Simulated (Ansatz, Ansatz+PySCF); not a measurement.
```csv
atom,x (Å),y (Å),z (Å)
O,0.0937,-0.0345,0.0630
H,1.0724,-0.2030,0.0309
O,2.9404,0.0331,-0.0140
H,3.1330,0.8997,-0.3837
H,3.4169,-0.4981,-0.6492
O,-1.3248,2.6793,0.3639
H,-1.0744,1.8076,0.5294
H,-1.6471,2.6640,-0.5181
```

Basis set: def2-SVP (spherical functions). Correlated methods keep 3 orbitals frozen. Charge 0, multiplicity 2.

Computed with Ansatz (development build ahead of 0.2.0); each method stands on the lowest determinant of its kind that the runs found.

Question: Give the atomization energy at this shape (free ground-state atoms in the same class of orbitals less the molecule, no zero-point energy) of doublet H₅O₃ by PBE0 (unrestricted), UHF-MP2, UHF.

Answer:

| method | atomization energy |
| --- | --- |
| PBE0 (unrestricted) | 2321.5 kJ/mol |
| UHF-MP2 | 2244.9 kJ/mol |
| UHF | 1588.4 kJ/mol |
